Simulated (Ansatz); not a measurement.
The same ligand exchange along the group F, Cl, I.

Isolated molecules relaxed with PBE0-D4/def2-TZVP in Ansatz; ΔE leaves out vibrations. CCSD(T)/CBS adds triple-zeta CCSD(T) − MP2 to the extrapolated MP2 energy (def2 sets, frozen cores). This one scheme is used for every species. Functionals use def2-TZVPP. Elements past krypton have def2 core potentials. For I outer-core shells are correlated without core-valence functions, which leaves a few kJ/mol of doubt a bond. One conformer a species, not always the lowest.

```tsv
reaction	r2SCAN-D4 (kJ/mol)
`CBF` + `N[SiH3]` → `CBN[SiH3]` + H–F	21
`CBCl` + `N[SiH3]` → `CBN[SiH3]` + HCl	-30
`CBI` + `N[SiH3]` → `CBN[SiH3]` + HI	-55
```

(1) Give the CCSD(T)/CBS values in the same order. (Best estimate.)

Largest T1 diagnostic: 0.012, for `CBF`.

Results:

(1) Computed: 12, -34, -54 kJ/mol.
